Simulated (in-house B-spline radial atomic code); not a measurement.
# Zr: [Ar] 3d10 4s2 4p5 4d2 5s2 7f1 (an excited or competing configuration)

Level of theory: Dirac-Hartree-Fock, average of configuration, Fermi nucleus of rms radius 4.2694 fm; calculated with a radial B-spline atomic code at the basis-set limit.

Effective charges: Z_r = [3n² - l(l+1)]/(2<r>) from the radius, Z_e = n√(-2ε) from the energy, and Slater's rules. Values are occupation-weighted means over j. An effective charge above Z reflects the relativistic contraction of the inner shells.

| shell | electrons | ε (eV) | <r> (bohr) | Z_r | Z_e | Slater |
| --- | --- | --- | --- | --- | --- | --- |
| 1s | 2 | -18124 | 0.03705 | 40.48 | 36.50 | 39.70 |
| 2s | 2 | -2594.5 | 0.1619 | 37.06 | 27.62 | 35.85 |
| 2p | 6 | -2309.8 | 0.1416 | 35.31 | 26.06 | 35.85 |
| 3s | 2 | -467.63 | 0.4551 | 29.66 | 17.59 | 28.75 |
| 3p | 6 | -371.86 | 0.4598 | 27.19 | 15.68 | 28.75 |
| 3d | 10 | -214.5 | 0.4507 | 23.30 | 11.91 | 18.85 |
| 4s | 2 | -78.825 | 1.202 | 19.96 | 9.63 | 12.60 |
| 4p | 5 | -52.11 | 1.344 | 17.11 | 7.83 | 12.60 |
| 4d | 2 | -17.524 | 1.914 | 10.97 | 4.54 | 4.65 |
| 5s | 2 | -12.523 | 3.371 | 11.12 | 4.80 | 4.00 |
| 7f | 1 | -0.27869 | 67.17 | 1.00 | 1.00 | 1.00 |

The least bound orbital is 7f5/2 at -0.2787 eV, and it is also the most diffuse (<r> = 67.17 bohr). The part-filled 4p shell lies below the filled 5s shell in orbital energy.

Spin-orbit splittings of the orbital energies (j = l + 1/2 above j = l - 1/2 when positive): 2p 86.47 eV, 3p 14.32 eV, 3d 2.591 eV, 4p 1.948 eV, 4d 0.1463 eV, 7f -2.43e-06 eV.

For the 1s electron the small component carries 2.12 % of the norm, the zero-frequency Breit interaction raises the level by 33.09 eV, self-energy by 17.92 eV, and vacuum polarisation lowers it by 2 eV.

The density falls to 0.001 bohr⁻³ at 4.758 bohr; Σ<r²> = 5151.5 bohr² gives, by the non-relativistic formula and without the paramagnetism of open shells, a Langevin diamagnetic susceptibility of -4080×10⁻⁶ cm³/mol.
